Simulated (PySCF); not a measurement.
# BeP: frontier orbitals

r²SCAN0 at R = 1.977 Å; basis Be STO-3G, P STO-3G; no relativity; PySCF 2.14. State: ⁴Σ⁻ (quartet), unpaired electrons σ ↑, π ↑↑. Only the outer orbitals are listed, counted within each symmetry.

```json
{"spin": "α", "orbital": "5σ", "occ.": "1", "ε (eV)": "-15.36", "on Be (%)": "11", "main shells (%)": "88 P s"}
{"spin": "α", "orbital": "6σ", "occ.": "1", "ε (eV)": "-6.25", "on Be (%)": "46", "main shells (%)": "46 P p, 45 Be s, 9 P s"}
{"spin": "α", "orbital": "2π", "occ.": "1", "ε (eV)": "-4.81", "on Be (%)": "16", "main shells (%)": "84 P p, 16 Be p"}
{"spin": "α", "orbital": "2π", "occ.": "1", "ε (eV)": "-4.81", "on Be (%)": "16", "main shells (%)": "84 P p, 16 Be p"}
{"spin": "α", "orbital": "7σ", "occ.": "1", "ε (eV)": "-3.22", "on Be (%)": "80", "main shells (%)": "46 Be p, 34 Be s, 20 P p"}
{"spin": "α", "orbital": "3π", "occ.": "0", "ε (eV)": "2.77", "on Be (%)": "84", "main shells (%)": "84 Be p, 16 P p"}
{"spin": "α", "orbital": "3π", "occ.": "0", "ε (eV)": "2.77", "on Be (%)": "84", "main shells (%)": "84 Be p, 16 P p"}
{"spin": "α", "orbital": "8σ", "occ.": "0", "ε (eV)": "10.65", "on Be (%)": "64", "main shells (%)": "49 Be p, 33 P p, 16 Be s"}
{"spin": "β", "orbital": "5σ", "occ.": "1", "ε (eV)": "-12.18", "on Be (%)": "19", "main shells (%)": "80 P s, 11 Be s"}
{"spin": "β", "orbital": "6σ", "occ.": "1", "ε (eV)": "-4.64", "on Be (%)": "36", "main shells (%)": "50 P p, 30 Be s, 14 P s"}
{"spin": "β", "orbital": "2π", "occ.": "0", "ε (eV)": "0.37", "on Be (%)": "33", "main shells (%)": "67 P p, 33 Be p"}
{"spin": "β", "orbital": "2π", "occ.": "0", "ε (eV)": "0.37", "on Be (%)": "33", "main shells (%)": "67 P p, 33 Be p"}
{"spin": "β", "orbital": "7σ", "occ.": "0", "ε (eV)": "2.54", "on Be (%)": "86", "main shells (%)": "53 Be s, 32 Be p, 14 P p"}
```

**Question.** Which are the highest filled and the lowest empty level, where do they sit, and how wide is the gap?

**Answer.** Highest filled α 7σ at -3.22 eV (in %: 46 Be p, 34 Be s, 20 P p); lowest empty β 2π at 0.37 eV (in %: 67 P p, 33 Be p); the gap at r²SCAN0 is 3.59 eV. An empty level above zero is unbound, and its energy depends on the basis.

| Quantity | Value |
| --- | --- |
| bond order (Mayer) | 1.51 |
| ⟨S²⟩ | 3.755 |
| charge on Be (Mulliken, basis-dependent) | -0.22 |
| charge on Be (Löwdin, basis-dependent) | -0.31 |
| dipole moment (positive dipole means Be(−)P(+)) | 1.12 D |

STO-3G is very small, so such numbers show the basis as much as the molecule. The state was picked by a PBE0 search and need not be the measured ground state.
